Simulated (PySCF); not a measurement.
## Hf(2+): interval between two levels

Hf(2+) [Xe] 4f14 5d2 [3F4, M_J = 4] → Hf(2+) [Xe] 4f14 5d1 6s1 [3D3, M_J = 3], as a difference of total energies. Computed with PySCF 2.14 in x2c-TZVPall-2c with one added diffuse shell each of s, p, d type (12s12p11d2f, 117 functions), with the two-component X2C-1e Hamiltonian. Correlated levels: [Kr] 4d10 4f14 frozen; the 34 highest virtual spinors dropped. "Screened" scales the spin-orbit matrix elements by Boettger's factors to mimic the two-electron term; Breit and QED terms are absent.

```
                    method  interval between two levels (cm⁻¹)
 GHF (screened spin-orbit)                              1364.3
GMP2 (screened spin-orbit)                             -1936.3
```

The labels give the starting determinants; with spin-orbit coupling the two ends relaxed to ⟨J²⟩ = 20.01, ⟨L²⟩ = 12.26, ⟨S²⟩ = 2.08 and ⟨J²⟩ = 12.05, ⟨L²⟩ = 6.18, ⟨S²⟩ = 2.12.
